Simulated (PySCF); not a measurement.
# Energy and ionisation energy along a bond of AlBH4

These are calculations, not measurements. They come from PySCF 2.14.0, an open-source quantum chemistry program, on an isolated molecule that a program drew, which may never have been made. The molecule is AlBH4 (charge 0, singlet), drawn as the SMILES string `[BH2][AlH2]`.

The structure below is the HF double-zeta minimum with every atom moved a little at random, so it isn't optimised. Bond Al2-H6 is then set to each length in the table by shifting atom 6 along it, with nothing else relaxed.
```xyz
6
AlBH4, angstrom
B     0.1623    1.6857    1.6670
Al    0.1464    2.4394   -0.3339
H    -0.7427    1.0851    2.1344
H     1.1242    1.7975    2.3658
H     0.6107    1.5666   -1.5766
H    -0.3925    3.9201   -0.6564
```

E is the energy above the same method's energy at the HF double-zeta minimum. IE is the energy to remove one electron at fixed geometry, to the doublet state of charge +1, as a difference of total energies. The basis family is cc-pV(n+d)Z, with UHF for radicals and no spin-orbit coupling. Best is HF at quadruple zeta, plus MP2 correlation extrapolated from triple and quadruple zeta, plus CCSD(T) minus MP2 at triple zeta, with a frozen core. The other columns are at triple zeta.

```
bond (Å),E HF (kcal/mol),E r2SCAN (kcal/mol),E CCSD(T) (kcal/mol),E best (kcal/mol),IE HF (eV),IE r2SCAN (eV),IE CCSD(T) (eV),IE best (eV),T1
1.5534,0.28,0.31,0.34,0.29,9.014,9.639,9.899,9.992,0.010
1.6084,0.17,0.11,0.18,0.14,9.035,9.643,9.907,10.000,0.010
1.6374,0.47,0.36,0.45,0.42,9.045,9.643,9.910,10.003,0.010
1.6824,?,?,?,?,?,?,?,?,?
1.7674,4.21,3.65,3.88,3.92,9.074,9.617,9.904,9.996,0.011
```

T1 is the CCSD diagnostic of the starting molecule.

**Estimate the best E and IE at 1.6824 Å from the other rows.**

A cubic in the inverse of the bond length through the other values of E best gives 1.26 kcal/mol there. A least-squares quadratic in the bond length through IE best gives 10.004 eV. The calculation gives 1.26 kcal/mol and 10.005 eV, so the fits miss by 0.00 kcal/mol and 0.001 eV. The same recipe one zeta lower moves these two values by 0.04 kcal/mol and 0.02 eV, a gauge of their own error. The rest of the row: E is 1.37 (HF), 1.13 (r2SCAN), 1.27 (CCSD(T)); IE is 9.059 (HF), 9.639 (r2SCAN), 9.912 (CCSD(T)); T1 is 0.011.
